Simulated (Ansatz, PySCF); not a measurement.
Dissociation curve of CH5Ga, SMILES [GaH2][CH3], singlet. The C1–Ga5 bond (C1 also carries H, H, H; Ga5 carries H, H) is pulled apart rigidly from the PBE0/def2-TZVP optimised geometry.

Levels: RHF/LANL2DZ = PySCF with restricted Hartree-Fock/LANL2DZ, with its core potentials past Ne; UCCSD(T) = CCSD(T) on UHF/cc-pVTZ, cores with 3d frozen (Ansatz, a quantum-chemistry and plane-wave program).

Energies relative to the lowest point of each curve near equilibrium, in eV:

| R / Å | RHF/LANL2DZ |
|---|---|
| 1.56 | 2.496 |
| 1.68 | 1.046 |
| 1.76 | 0.495 |
| 1.83 | 0.206 |
| 1.97 | 0.000 |
| 2.17 | 0.220 |
| 2.45 | 0.966 |
| 2.65 | 1.594 |
| 3.23 | 3.316 |
| 4.36 | 5.584 |
| 4.84 | 6.175 |
| 5.89 | 6.992 |

### Question
Estimate the UCCSD(T) values at these points.

### Answer
1.56: 2.755; 1.68: 1.172; 1.76: 0.570; 1.83: 0.250; 1.97: 0.003; 2.17: 0.174; 2.45: 0.839; 2.65: 1.392; 3.23: 2.843; 4.36: 3.667; 4.84: 3.694; 5.89: 3.706 (eV).

The restricted form behind RHF/LANL2DZ keeps the bonding electrons paired and can't separate into open-shell fragments. The unrestricted determinant behind UCCSD(T) is spin-contaminated at 2.65 to 6.82 Å (<S²> up to 1.0, against 0.00 for a pure singlet).
